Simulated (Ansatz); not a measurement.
`B[CH2][GeH2][Cl]` + `Cl[SiH]1N[SiH2]1` → `BN1[SiH2][SiH]1Cl` + `[CH3][GeH2][Cl]` at 600 K and 1 bar (ligand exchange at a B–C bond).

Gas-phase electronic energies from Ansatz, PBE0-D4/def2-TZVP geometries. CCSD(T)/CBS adds triple-zeta CCSD(T) − MP2 to the extrapolated MP2 energy (def2 sets, frozen cores). For Ge outer-core shells are correlated without core-valence functions, which leaves a few kJ/mol of doubt a bond. Scalar relativity is left out up to krypton. Each species was taken in one conformer, which may not be the lowest.

| species | CCSD(T)/CBS energy (Eh) | H − E (kJ/mol) | S (J/(mol·K)) |
| --- | --- | --- | --- |
| `B[CH2][GeH2][Cl]` | -2602.37417 | 230.3 | 439.6 |
| `Cl[SiH]1N[SiH2]1` | -1095.09347 | 166.3 | 398.9 |
| `BN1[SiH2][SiH]1Cl` | -1120.50903 | 208.9 | 451.1 |
| `[CH3][GeH2][Cl]` | -2576.99593 | 188.0 | 382.1 |

H − E and S are ideal-gas, rigid-rotor, harmonic terms from PBE0-D4/def2-TZVP, for one conformer and one mirror image of each species. 1 Eh = 2625.50 kJ/mol, R = 8.31446 J/(mol·K).

Q: By hand: ΔE, ΔH, ΔS and ΔG.

A: ΔE = (-1120.50903) + (-2576.99593) − (-2602.37417) − (-1095.09347) = -0.03732 Eh = -98.0 kJ/mol. Δ(H − E) = 208.9 + 188.0 − 230.3 − 166.3 = 0.3, so ΔH = -97.7 kJ/mol. ΔS = 451.1 + 382.1 − 439.6 − 398.9 = -5.3 J/(mol·K). ΔG = -97.7 − 600 × (-5.3)/1000 = -94.5 kJ/mol.

Q: By hand: the equilibrium constant, and the temperature at which ΔG would vanish if ΔH and ΔS stayed fixed.

A: log₁₀ K = −ΔG/(RT ln 10) = 8.2. ΔG = 0 at ΔH/ΔS = 18434 K, far beyond where these terms or the molecules hold.

The number of gas molecules stays the same, so ΔS is small and ΔH decides. A doubt of 5 kJ/mol in ΔE shifts log₁₀ K by 0.4 here. Other conformers and mirror images would add mixing entropy, several J/(mol·K) or more a flexible species. Modes under 60 cm⁻¹, often nearly free rotors, make the harmonic entropy too high. These are equilibria of isolated gas molecules and say nothing of rates. Largest T1 diagnostic: 0.013 (customary marks: 0.02 for closed shells, 0.045 for open ones).
